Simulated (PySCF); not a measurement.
SnO₂, SMILES [O]=[Sn]=[O].

The structure is a stationary point at r2SCAN-D4/def2-TZVP. The def2 effective core potentials stand for the cores of Sn; spin–orbit coupling is left out.

Method: TDA-PBE/def2-SVPD in PySCF.

Vertical excitations; the highest root listed may be one member of a degenerate set.  State labels are in the subgroup D2h.

```
state  symmetry  energy (eV)  λ (nm)      f                                              main pairs
-----  --------  -----------  ------  -----  ------------------------------------------------------
S1          B2g         3.19     389  0.000                            HOMO−1→LUMO (degenerate set)
S2          B3g         3.19     389  0.000                              HOMO→LUMO (degenerate set)
S3          B3u         4.24     292  0.042                            HOMO−2→LUMO (degenerate set)
S4          B2u         4.24     292  0.042                            HOMO−3→LUMO (degenerate set)
S5           Au         4.51     275  0.000                    HOMO→LUMO+2 50 %, HOMO−1→LUMO+1 50 %
S6           Au         4.71     263  0.000             HOMO−1→LUMO+1, HOMO→LUMO+2 (degenerate set)
S7          B1u         4.71     263  0.000             HOMO−1→LUMO+2, HOMO→LUMO+1 (degenerate set)
S8          B1u         4.94     251  0.003  HOMO−4→LUMO 49 %, HOMO→LUMO+1 25 %, HOMO−1→LUMO+2 25 %
S9          B1g         5.48     226  0.000                  HOMO−3→LUMO+2 50 %, HOMO−2→LUMO+1 50 %
S10         B1g         5.69     218  0.000                  HOMO−2→LUMO+1 50 %, HOMO−3→LUMO+2 50 %
T1          B2g         2.57     482      0                            HOMO−1→LUMO (degenerate set)
T2          B3g         2.57     482      0                              HOMO→LUMO (degenerate set)
T3          B3u         3.53     351      0                            HOMO−2→LUMO (degenerate set)
T4          B2u         3.53     351      0                            HOMO−3→LUMO (degenerate set)
```
Triplets are in the Tamm–Dancoff approximation.
